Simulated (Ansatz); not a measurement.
SnSiH7F, closed shell: a nudged elastic band.

in.yaml

```yaml
crystal:
  periodic: [false, false, false]
  atoms:
    - {symbol: Sn, position_ang: [-1.088897, 0.796214, -0.562612]}
    - {symbol: Si, position_ang: [-0.019749, -0.979234, 0.951344]}
    - {symbol: H, position_ang: [-0.843028, 0.414925, -2.202806]}
    - {symbol: H, position_ang: [-0.463302, 2.339760, -0.212678]}
    - {symbol: H, position_ang: [-2.769375, 0.803966, -0.249307]}
    - {symbol: H, position_ang: [2.179774, 0.024680, -0.432447]}
    - {symbol: F, position_ang: [2.323643, 0.659782, -1.091949]}
    - {symbol: H, position_ang: [-0.244432, -0.676139, 2.388199]}
    - {symbol: H, position_ang: [1.465968, -1.046566, 0.763303]}
    - {symbol: H, position_ang: [-0.540701, -2.337288, 0.648854]}
basis:
  gaussian: {orbitals: def2-SVP}
hamiltonian: {xc: pbe0, dispersion: d4}
neb:
  images: 5
  climbing: true
  max_iterations: 40
  initial_path: idpp
  final_atoms:
    - {symbol: Sn, position_ang: [-0.667719, 1.379202, -1.402523]}
    - {symbol: Si, position_ang: [0.561601, -1.349435, 1.453879]}
    - {symbol: H, position_ang: [-1.441768, 2.273286, -2.625369]}
    - {symbol: H, position_ang: [-0.278695, 2.292461, -0.022336]}
    - {symbol: H, position_ang: [-1.434059, -0.099027, -1.051463]}
    - {symbol: H, position_ang: [1.299604, -0.681802, 0.351147]}
    - {symbol: F, position_ang: [1.029841, 0.886520, -2.168049]}
    - {symbol: H, position_ang: [-0.450690, -0.408620, 2.001770]}
    - {symbol: H, position_ang: [1.508159, -1.735298, 2.530056]}
    - {symbol: H, position_ang: [-0.126376, -2.557187, 0.932786]}
```

Command:

```bash
ansatz run in.yaml --threads 4 --pin off --events-out ev --progress --plain --max-ram 9574MiB
```

The run's output (Ansatz 0.2.0):

```
Functional definition: PBE0
  name "PBE0"
  cite "Adamo & Barone, J. Chem. Phys. 110, 6158 (1999) doi:10.1063/1.478522"
  cite "Perdew, Burke & Ernzerhof, Phys. Rev. Lett. 77, 3865 (1996) doi:10.1103/PhysRevLett.77.3865"
  parent pbe
  parameter a = 0.25
  parameter kappa = 0.804
  parameter beta = 0.06672455060314922
  exchange = (1 - a)*pbe_x(kappa = kappa, mu = beta*pi^2/3) + a*exact_x
  correlation = pbe_c(beta = beta)
1068 factors; integrals over basis functions are off by at most 3.7e-4 eV
mean field evaluation 1: about -16527.0416 eV, gradient 2.9e1 eV
mean field evaluation 2: about -16526.5713 eV, gradient 3.6e1 eV
mean field evaluation 4: about -16528.4303 eV, gradient 5.4e-1 eV
mean field evaluation 8: about -16528.4423 eV, gradient 1.3e-3 eV
mean field -16528.44230321 eV, -607.4090512626 hartree, gradient 1.6e-5 eV, S^2 0.000000; 0 other end points of the search recorded, 0 dependent functions left out
the calculation of the forces begins
reference -16528.44233412 eV, -607.4090523983 hartree; 26, 26 occupied and 67, 67 virtual orbitals, 1068 factors
1065 factors; integrals over basis functions are off by at most 7.5e-4 eV
mean field evaluation 16: about -16528.4494 eV, gradient 2.5e0 eV
mean field -16528.50682719 eV, -607.4114224750 hartree, gradient 2.7e-5 eV, S^2 0.000000; 0 other end points of the search recorded, 0 dependent functions left out
the calculation of the forces begins
reference -16528.50686135 eV, -607.4114237301 hartree; 26, 26 occupied and 67, 67 virtual orbitals, 1065 factors
WARN: NEB end point (image 0): max|allowed force component| = 1.467e-1 eV/Å (the criterion of neb.relax_end_points is 1.000e-2). That is over neb.f_tol: it is no minimum, so the barrier can be far off. Relax it first
WARN: NEB end point (image 6): max|allowed force component| = 4.077e-1 eV/Å (the criterion of neb.relax_end_points is 1.000e-2). That is over neb.f_tol: it is no minimum, so the barrier can be far off. Relax it first
1068 factors; integrals over basis functions are off by at most 6.5e-4 eV
mean field evaluation 32: about -16526.5952 eV, gradient 2.0e-1 eV
mean field -16526.59526901 eV, -607.3411740075 hartree, gradient 2.5e-5 eV, S^2 0.000000; 0 other end points of the search recorded, 0 dependent functions left out
the calculation of the forces begins
reference -16526.59530102 eV, -607.3411751837 hartree; 26, 26 occupied and 67, 67 virtual orbitals, 1068 factors
1068 factors; integrals over basis functions are off by at most 6.9e-4 eV
mean field -16524.22330949 eV, -607.2540061029 hartree, gradient 3.2e-5 eV, S^2 0.000000; 0 other end points of the search recorded, 0 dependent functions left out
the calculation of the forces begins
reference -16524.22334174 eV, -607.2540072882 hartree; 26, 26 occupied and 67, 67 virtual orbitals, 1068 factors
1068 factors; integrals over basis functions are off by at most 7.7e-4 eV
mean field evaluation 64: about -16523.6635 eV, gradient 3.5e-1 eV
mean field -16523.67980247 eV, -607.2340325884 hartree, gradient 7.0e-5 eV, S^2 0.000000; 0 other end points of the search recorded, 0 dependent functions left out
the calculation of the forces begins
reference -16523.67983490 eV, -607.2340337800 hartree; 26, 26 occupied and 67, 67 virtual orbitals, 1068 factors
1069 factors; integrals over basis functions are off by at most 1.0e-3 eV
mean field -16525.40903002 eV, -607.2975805286 hartree, gradient 4.9e-5 eV, S^2 0.000000; 0 other end points of the search recorded, 0 dependent functions left out
the calculation of the forces begins
reference -16525.40906305 eV, -607.2975817424 hartree; 26, 26 occupied and 67, 67 virtual orbitals, 1069 factors
1069 factors; integrals over basis functions are off by at most 1.1e-3 eV
mean field evaluation 96: about -16527.4838 eV, gradient 1.9e0 eV
mean field -16527.51084879 eV, -607.3748209439 hartree, gradient 2.6e-5 eV, S^2 0.000000; 0 other end points of the search recorded, 0 dependent functions left out
the calculation of the forces begins
reference -16527.51088234 eV, -607.3748221768 hartree; 26, 26 occupied and 67, 67 virtual orbitals, 1069 factors
NEB iter   1: max|band force component| = 4.227e0 eV/Å  barrier→ = 4.7388 eV  barrier← = 4.7874 eV  Δτ_max = 0.2000 Å  (175 SCF iters)
NEB iter   2: max|band force component| = 3.714e0 eV/Å  barrier→ = 3.2889 eV  barrier← = 3.3375 eV  Δτ_max = 0.2000 Å  (143 SCF iters)
NEB iter   3: max|band force component| = 2.579e1 eV/Å  barrier→ = 2.9045 eV  barrier← = 2.9531 eV  Δτ_max = 0.1019 Å  (138 SCF iters)
NEB iter   4: max|band force component| = 5.206e0 eV/Å  barrier→ = 1.6874 eV  barrier← = 1.7360 eV  Δτ_max = 0.2000 Å  (138 SCF iters)
NEB iter   5: max|band force component| = 2.474e0 eV/Å  barrier→ = 1.4520 eV  barrier← = 1.5005 eV  Δτ_max = 0.2000 Å  (137 SCF iters)
NEB iter   6: max|band force component| = 9.545e-1 eV/Å  barrier→ = 1.0971 eV  barrier← = 1.1456 eV  Δτ_max = 0.1019 Å  (136 SCF iters)
NEB iter   7: max|band force component| = 6.408e-1 eV/Å  barrier→ = 0.9634 eV  barrier← = 1.0120 eV  Δτ_max = 0.0816 Å  (137 SCF iters)
NEB iter   8: max|band force component| = 5.620e-1 eV/Å  barrier→ = 0.9471 eV  barrier← = 0.9956 eV  CI = image 2  Δτ_max = 0.1975 Å  (130 SCF iters)
NEB iter   9: max|band force component| = 8.658e-1 eV/Å  barrier→ = 1.3451 eV  barrier← = 1.3936 eV  CI = image 2  Δτ_max = 0.1017 Å  (135 SCF iters)
NEB iter  10: max|band force component| = 6.652e-1 eV/Å  barrier→ = 1.4509 eV  barrier← = 1.4994 eV  CI = image 2  Δτ_max = 0.1966 Å  (130 SCF iters)
NEB iter  11: max|band force component| = 4.532e-1 eV/Å  barrier→ = 1.5681 eV  barrier← = 1.6167 eV  CI = image 2  Δτ_max = 0.2000 Å  (138 SCF iters)
NEB iter  12: max|band force component| = 4.779e-1 eV/Å  barrier→ = 1.5498 eV  barrier← = 1.5984 eV  CI = image 2  Δτ_max = 0.0732 Å  (130 SCF iters)
NEB iter  13: max|band force component| = 1.236e-1 eV/Å  barrier→ = 1.5184 eV  barrier← = 1.5670 eV  CI = image 2  Δτ_max = 0.1003 Å  (137 SCF iters)
NEB iter  14: max|band force component| = 1.032e-1 eV/Å  barrier→ = 1.5185 eV  barrier← = 1.5671 eV  CI = image 2  Δτ_max = 0.0334 Å  (131 SCF iters)
NEB iter  15: max|band force component| = 4.986e-2 eV/Å  barrier→ = 1.5149 eV  barrier← = 1.5635 eV  CI = image 2  CI's point: of a kind that is not told: the force calls were inconclusive, a negative curvature could not be distinguished from the path's own, the only one lies far off the path, or fixed occupations may fill a level only in part  Δτ_max = 0.0000 Å  (883 SCF iters)
Total energy: -16527.07822084 eV, -607.3589221601 hartree
Atom 0 at    -0.633571     0.972861    -0.929045 Å, force    -0.031860     0.001258     0.015104 eV/Å
Atom 1 at     0.381522    -0.995291     1.087551 Å, force     0.004117     0.023324    -0.018295 eV/Å
Atom 2 at    -0.845300     1.113816    -2.616931 Å, force     0.008978     0.006570    -0.004669 eV/Å
Atom 3 at    -0.330082     2.436473    -0.115466 Å, force     0.001195    -0.000621     0.008349 eV/Å
Atom 4 at    -1.980675     0.112618    -0.286912 Å, force     0.007423     0.004549    -0.010973 eV/Å
Atom 5 at     1.143393    -0.193524    -0.380237 Å, force    -0.022290    -0.028387     0.050290 eV/Å
Atom 6 at     1.432099     0.394646    -1.349386 Å, force     0.017546    -0.006442    -0.031925 eV/Å
Atom 7 at    -0.282436    -0.156854     2.139442 Å, force     0.007363    -0.007895    -0.008166 eV/Å
Atom 8 at     1.645950    -1.545602     1.679947 Å, force    -0.002288     0.009668    -0.003546 eV/Å
Atom 9 at    -0.531000    -2.139043     0.770939 Å, force     0.009816    -0.002023     0.003830 eV/Å
Dipole moment:    -0.332932     0.225972    -0.086169 e Å

[the SCF lines of later steps are left out]
```

Hardware: 4 CPU threads of an Arm Neoverse V2, shared host. Wall time about 110 s.
